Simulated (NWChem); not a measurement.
tin monoxide (OSn)

```xyz
2

Sn     0.0000     0.0000     0.2536
O      0.0000     0.0000    -1.5848
```
Charge 0, spin multiplicity 1.

The numbers come from NWChem runs, not from measurements. The geometry was optimised at PBE0/def2-SVP with def2 effective core potentials on Sn, a minimum by its harmonic frequencies.

Symmetry labels belong to the abelian group C2v used in the runs, with the axes of the coordinates shown; states degenerate in a higher group split over its labels.

Effective core potentials replace the inner electrons of Sn; spin-orbit coupling is left out. B3LYP has NWChem's definition, with VWN1-RPA local correlation.

### Question
List the lowest 3 singlet excitations that TD-B3LYP/def2-SVPD with def2 effective core potentials on Sn, VWN1-RPA local correlation gives, with oscillator strengths.

### Answer
```tsv
state	symmetry	energy (eV)	wavelength (nm)	f
1	a2	3.56	348	0.000
2	a1	3.86	321	0.000
3	a2	3.86	321	0.000
```
